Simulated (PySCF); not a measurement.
**Electron correlation in S (sulfur, neutral)**

[Ne] 3s2 3p4, high-spin 3P determinant. Calculation: PySCF 2.14, in def2-TZVP (5s5p2d1f, 37 functions); no relativity, point nucleus. Frozen: [Ne]; 6 electrons correlated.

MP2 pair energies summed by pair of shells (mhartree):

```json
{"pair": "3s-3p", "energy": "-52.42", "share (%)": "45.9"}
{"pair": "3p-3p", "energy": "-52.37", "share (%)": "45.9"}
{"pair": "3s-3s", "energy": "-9.38", "share (%)": "8.2"}
```

Total MP2 correlation energy: -114.17 mhartree.

Same-spin part -26.66 and opposite-spin part -87.51 mhartree; SCS-MP2 scales them by 1/3 and 6/5 to -113.89 mhartree.

| level | correlation energy (mhartree) |
| --- | --- |
| CCSD | -138.11 |
| (T) | -4.66 |
| CCSD(T) | -142.77 |

Diagnostics: T1 = 0.0098, D1 = 0.0308, largest double amplitude 0.060.

Is a single reference adequate?

Yes: T1 lies below 0.03 and no double amplitude reaches 0.07.
